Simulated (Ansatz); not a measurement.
Cost and result up the ladder for GeH3(NHtBu) (C₄H₁₃GeN) (19 atoms). Charge 0, multiplicity 1. Geometry: r2SCAN-D4/def2-SVP.

```
atom    x (Å)    y (Å)    z (Å)
 Ge1   2.3956   0.2686   0.3827
  H2   3.1558   1.2880   1.2434
  H3   2.8148  -1.1615   0.7540
  H4   2.7422   0.4993  -1.1090
  N5   0.6231   0.5252   0.8135
  C6  -0.5012  -0.0123   0.0326
  C7  -0.2152  -1.4793  -0.2988
  C8  -1.7562   0.0794   0.9100
  C9  -0.7221   0.7799  -1.2677
 H10   0.4405   1.4886   1.0931
 H11  -1.0704  -1.9315  -0.8240
 H12   0.6640  -1.5789  -0.9584
 H13  -0.0231  -2.0540   0.6208
 H14  -1.6128  -0.4897   1.8411
 H15  -2.6416  -0.3124   0.3840
 H16  -1.9637   1.1285   1.1810
 H17   0.1709   0.7322  -1.9118
 H18  -0.9225   1.8411  -1.0437
 H19  -1.5781   0.3890  -1.8427
```

Ansatz on 4 threads of AMD EPYC on a shared host. Times are rough, and most runs start from the orbitals of an earlier one. CAM-B3LYP-D4/def2-TZVP serves as the yardstick here, not as an exact answer. Differences are given only for rows in sets of like size (and for xTB, whose basis is part of the method), since another set adds its own error. Binding counts from free atoms at the same level (Ge triplet, H doublet, N quartet, C triplet; other spins of the atoms weren't run), without zero-point energy or a counterpoise term.

Correlated methods freeze 14 core orbitals; core or outer-core shells of Ge are correlated, in sets that lack core-valence functions. The rows differ in basis, and correlated rows in double-zeta sets carry the largest basis error.

Correlated methods converge slowly with the basis, most of all in double-zeta sets.

| level | functions | wall time |
| --- | --- | --- |
| HF/STO-3G | 56 | 2 s |
| PBE-D4/def2-SVP | 167 | 7.5 s |
| PBE0-D4/def2-SVP | 167 | 11 s |
| revPBE-D4/def2-TZVP | 281 | 14 s |
| PBE-D4/def2-TZVP (with forces) | 281 | 18 s |
| r2SCAN-D4/def2-TZVP | 281 | 23 s |
| CAM-B3LYP-D4/def2-TZVP | 281 | 24 s |
| MP2/def2-TZVP | 281 | 24 s |
| PBE0-D4/def2-TZVP | 281 | 26 s |
| CCSD(T)/def2-SVP | 167 | 2.8 min |

Estimate what each level gives for the binding energy per atom (eV).


```json
{"level": "HF/STO-3G", "binding energy per atom (eV)": "3.59", "difference from CAM-B3LYP-D4/def2-TZVP (eV)": "–"}
{"level": "PBE-D4/def2-SVP", "binding energy per atom (eV)": "3.85", "difference from CAM-B3LYP-D4/def2-TZVP (eV)": "–"}
{"level": "PBE0-D4/def2-SVP", "binding energy per atom (eV)": "3.81", "difference from CAM-B3LYP-D4/def2-TZVP (eV)": "–"}
{"level": "revPBE-D4/def2-TZVP", "binding energy per atom (eV)": "3.74", "difference from CAM-B3LYP-D4/def2-TZVP (eV)": "-0.04"}
{"level": "PBE-D4/def2-TZVP (with forces)", "binding energy per atom (eV)": "3.82", "difference from CAM-B3LYP-D4/def2-TZVP (eV)": "0.03"}
{"level": "r2SCAN-D4/def2-TZVP", "binding energy per atom (eV)": "3.77", "difference from CAM-B3LYP-D4/def2-TZVP (eV)": "-0.02"}
{"level": "CAM-B3LYP-D4/def2-TZVP", "binding energy per atom (eV)": "3.79", "difference from CAM-B3LYP-D4/def2-TZVP (eV)": "0.00"}
{"level": "MP2/def2-TZVP", "binding energy per atom (eV)": "3.66", "difference from CAM-B3LYP-D4/def2-TZVP (eV)": "-0.13"}
{"level": "PBE0-D4/def2-TZVP", "binding energy per atom (eV)": "3.78", "difference from CAM-B3LYP-D4/def2-TZVP (eV)": "-0.01"}
{"level": "CCSD(T)/def2-SVP", "binding energy per atom (eV)": "3.61", "difference from CAM-B3LYP-D4/def2-TZVP (eV)": "–"}
```
